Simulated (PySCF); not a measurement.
A PySCF script (with the pyscf-properties extension) for the NMR shieldings of SMILES C=CS[C@@H]1C[Si@H]1C(C)=O, C$_{6}$H$_{10}$OSSi, on a GFN2-xTB geometry:

```python
import basis_set_exchange as bse
import numpy as np
from pyscf import gto, dft
from pyscf.prop import nmr

atoms = """
C     3.873783    0.623278    0.648689
C     2.653778    0.264433    0.285810
S     2.136035    0.089331   -1.383479
C     0.491582   -0.582784   -1.121837
C    -0.555424   -0.190949   -2.154896
Si   -0.878801    0.557598   -0.453462
C    -2.204346   -0.315324    0.588339
C    -2.954254    0.522880    1.584793
O    -2.419433   -1.495764    0.426000
H     4.138534    0.722066    1.686779
H     4.641496    0.827623   -0.076549
H     1.867482    0.048196    0.994344
H     0.529549   -1.630983   -0.850668
H    -1.172733   -0.997441   -2.526087
H    -0.205354    0.456390   -2.946179
H    -0.559414    1.947023   -0.179132
H    -3.687967   -0.074755    2.121067
H    -2.251209    0.963652    2.288861
H    -3.453108    1.335438    1.060145
"""
names = dict.fromkeys(["C", "S", "Si", "O", "H"], "pcSseg-1")
basis = {el: gto.basis.parse(bse.get_basis(n, elements=[el], fmt="nwchem")) for el, n in names.items()}
mol = gto.M(atom=atoms, basis=basis, charge=0, verbose=0)
mf = dft.RKS(mol, xc="PBE0")
mf.grids.level = 2
mf.grids.alignment = dft.numint.BLKSIZE   # the property module wants whole blocks of grid points
mf.conv_tol = 1e-9
mf.kernel()

calc = nmr.RKS(mf)   # GIAO
C = mf.mo_coeff
Co = C[:, mf.mo_occ > 0]
resp = mf.gen_response(singlet=True, hermi=2)
def vind(x):   # induced exchange potential for any number of trial vectors
    d = np.einsum("pi,xij,qj->xpq", C, 2 * x.reshape(-1, C.shape[1], Co.shape[1]), Co, optimize=True)
    return np.einsum("xpq,pi,qj->xij", resp(d - d.transpose(0, 2, 1)), C, Co, optimize=True).ravel()
mo1, _ = nmr.rhf.solve_mo1(calc, with_cphf=vind)
sigma = calc.kernel(mo1)
for i, s in enumerate(sigma):   # ppm
    w = np.linalg.eigvalsh((s + s.T) / 2)
    print("%2d %-2s iso %8.1f  s11 %8.1f  s22 %8.1f  s33 %8.1f" % (i, mol.atom_pure_symbol(i), w.mean(), *w))
```

**Question.** What are the results?

**Answer.** 
```
 0 C  iso     72.7  s11    -38.9  s22     90.0  s33    167.1
 1 C  iso     34.5  s11    -67.4  s22     57.1  s33    113.8
 2 S  iso    431.1  s11    272.2  s22    376.9  s33    644.2
 3 C  iso    156.2  s11    111.3  s22    156.0  s33    201.4
 4 C  iso    173.5  s11    153.2  s22    172.8  s33    194.3
 5 Si iso    487.4  s11    356.4  s22    379.5  s33    726.3
 6 C  iso    -52.0  s11   -152.1  s22   -102.1  s33     98.3
 7 C  iso    142.5  s11    102.8  s22    133.9  s33    190.8
 8 O  iso   -497.1  s11  -1354.6  s22   -483.8  s33    347.2
 9 H  iso     26.3  s11     22.4  s22     25.2  s33     31.3
10 H  iso     26.5  s11     23.1  s22     24.7  s33     31.6
11 H  iso     25.4  s11     22.1  s22     23.8  s33     30.4
12 H  iso     28.3  s11     21.7  s22     27.6  s33     35.8
13 H  iso     30.0  s11     25.0  s22     25.9  s33     39.2
14 H  iso     30.5  s11     25.1  s22     27.9  s33     38.6
15 H  iso     28.4  s11     23.1  s22     27.7  s33     34.3
16 H  iso     29.3  s11     26.5  s22     26.8  s33     34.4
17 H  iso     29.0  s11     26.1  s22     29.5  s33     31.3
18 H  iso     29.1  s11     26.2  s22     29.2  s33     31.9
```

These numbers come from an equivalent density-fitted implementation of the same equations, which agrees with the script to about 0.01 ppm for H and up to a few tenths of a ppm for heavy atoms, so last digits may differ.

**Question.** Turn these shieldings into chemical shifts. Shifts are taken against calculated references (same method and geometry level): $^{13}$C (σref 186.93) and $^{29}$Si (σref 349.16) and $^{1}$H (σref 31.72) against TMS; CS2 for $^{33}$S (σref 503.73); H2O for $^{17}$O (σref 336.08).

**Answer.** Averaging equivalent atoms: C 6: 238.9; C 1: 152.5; C 0: 114.2; C 7: 44.4; C 3: 30.7; C 4: 13.5; S 2: 73; Si 5: -138.2; O 8: 833.2; H 11: 6.30; H 9: 5.42; H 10: 5.22; H 12: 3.38; H 15: 3.35; H 16/17/18: 2.61; H 13: 1.69; H 14: 1.21 ppm. Unscaled 17O shifts of doubly bonded oxygen tend to come out too high, by tens of ppm or more. Experimental scales use liquid or dissolved standards, which lie at an offset from isolated H2O (liquid H2O: subtract about 36 ppm).

Size and cost of the density-fitted run: 217 basis functions, 71 s wall time on 1 thread of an Arm Neoverse V1, shared host; peak memory 1.1 GiB.
